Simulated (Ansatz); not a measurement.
Basis-set extrapolation for CH₇FO₂Si₂ (`C[SiH](F)O[SiH2]O`) (PBE0-D4/def2-TZVP geometry, frozen core, Ansatz). Multiplicity 1, RHF reference.

|  | def2-TZVPP | def2-QZVPP |
| --- | --- | --- |
| HF | -869.380459 | -869.414101 |
| MP2 correlation | -1.139873 | -1.233985 |
| CCSD(T) correlation | -1.219979 | not run |

Energies in hartree. Use E(X) = E(∞) + A·exp(−7.88·√X) for Hartree–Fock and E(X) = E(∞) + B·X^(−2.97) for correlation, with X = 3 and 4, and add CCSD(T) minus MP2 of the smaller set to the MP2 limit.

What is the CCSD(T) energy at the basis-set limit?

HF limit: -869.414101 + (-0.033642) × 0.13774 = -869.41873. MP2 limit: -1.233985 + (-0.094112) × 0.74074 = -1.30370. Higher-order term: -1.219979 − (-1.139873) = -0.08011. Total: -870.80254 hartree, 5.50 eV below CCSD(T)/def2-TZVPP.
